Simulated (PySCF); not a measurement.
C₂H₈O₃Si. Atoms are numbered in the order given.

```xyz
14

C      2.6216    -0.1824    -0.9838
O      1.3208    -0.3756    -0.4927
C      0.7395     0.7834     0.0886
Si    -0.9965     0.2449     0.6199
O     -2.0049     0.6565    -0.6408
O     -0.8966    -1.3914     0.8886
H      2.6469     0.5858    -1.7819
H      2.9716    -1.1379    -1.4017
H      3.3191     0.1333    -0.1819
H      0.7001     1.6194    -0.6385
H      1.3399     1.1351     0.9544
H     -1.4698     0.8770     1.8780
H     -2.9298     0.3929    -0.5660
H     -0.1472    -1.7561     0.3904
```
Charge 0, spin multiplicity 1.

Geometry optimised at B3LYP-D3(BJ)/def2-SVP. Other conformers were not sampled.

All values below come from PBE/pcSseg-1 (PySCF).

GIAO shieldings, no solvent; atoms listed in one row are averaged. δ = σ(ref) − σ: ¹³C against TMS (σ = 182.0 ppm); ¹⁷O against H2O (σ = 334.3 ppm); ²⁹Si against TMS (σ = 335.4 ppm); ¹H against TMS (σ = 31.49 ppm), references at their B3LYP-D3(BJ)/def2-TZVP geometries, non-relativistic.

```
nucleus       atoms  count  δ (ppm)
-------  ----------  -----  -------
¹³C              C3      1     69.2
¹³C              C1      1     68.0
¹⁷O              O5      1     81.8
¹⁷O              O6      1     67.8
¹⁷O              O2      1     13.2
²⁹Si            Si4      1    -17.6
¹H              H12      1     5.36
¹H       H7, H8, H9      3     3.70
¹H              H14      1     3.66
¹H              H10      1     3.33
¹H              H11      1     3.20
¹H              H13      1     2.27
```
